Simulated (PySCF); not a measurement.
## Structure elucidation problem

Molecular formula: C$_{5}$H$_{4}$F$_{2}$. Simulated spectra:

1H NMR (300 MHz, computed): δ 4.53 (m, 1H), 2.26 (dd, J = 4.4, 1.1 Hz, 1H), 1.65 (m, 1H), 1.14 (m, 1H).

13C{1H} NMR (computed): δ 85.3 (d, J = 8.9 Hz), 84.3 (dd, J = 26.8, 3.5 Hz), 78.6 (dd, J = 310.4, 7.7 Hz), 70.5 (dd, J = 289.3, 8.7 Hz), 23.0 (dd, J = 12.4, 6.4 Hz).

PySCF 2.14 calculation with J couplings at B3LYP/pcJ-1 (spin–dipole term only in couplings to heteroatoms), σ from GIAO-PBE0/pcSseg-1 and GFN2-xTB geometry; in vacuum, no relativistic terms, one computed conformer.

Scale: 1H (σref 31.72) and 13C (σref 186.93) vs TMS (reference shieldings calculated alike).

**Question.** Which of these isomers gave the spectra?
A. C#C[C@@]1(F)C[C@@H]1F
B. F/C=C(\F)C1=CC1
C. C=C=C=CC(F)F

**Answer.** A. 

The formula gives 3 degrees of unsaturation (1 ring in the answer). 5 carbon signals for 5 carbons: no two carbons are equivalent. Carbon types of the structure: 2 × C, 2 × CH, 1 × CH2, which accounts for all hydrogens. δC 85.3: terminal alkyne carbon; the triple bond shields along its axis, which puts it between sp3 and sp2 carbons. δC 84.3: alkyne carbon; the triple bond shields along its axis, which puts it between sp3 and sp2 carbons. δC 78.6, 70.5, 23.0: three-membered-ring carbon. δH 4.53, 1.65, 1.14: hydrogen on a three-membered-ring carbon. δH 2.26: hydrogen on a terminal alkyne carbon; it lies on the axis of the triple bond, in its shielding cone.

The others: C=C=C=CC(F)F would give 3 signals for carbon-bound and other non-exchanging H, not 4; F/C=C(\F)C1=CC1 would give 3 signals for carbon-bound and other non-exchanging H, not 4.

C–F couplings over four or more bonds (about 3 Hz to the para carbon of a fluoroarene) are left out. Common functionals overestimate the size of one-bond C–F couplings by tens of Hz; these are unscaled. Splittings below 1 Hz are ignored in the labels, and close J values are merged. Unscaled 3J(H,H) at this level run about 10 % above measured values. Shifts are as computed. Against solution values, carbons near 30 ppm lie about +3 ppm off and those near 130 ppm about +5 ppm. Of 1309 compounds with measured shifts, 239 miss one by over three times the rms of a fit or turn the order of signals round; such compounds aren't used in these exercises.
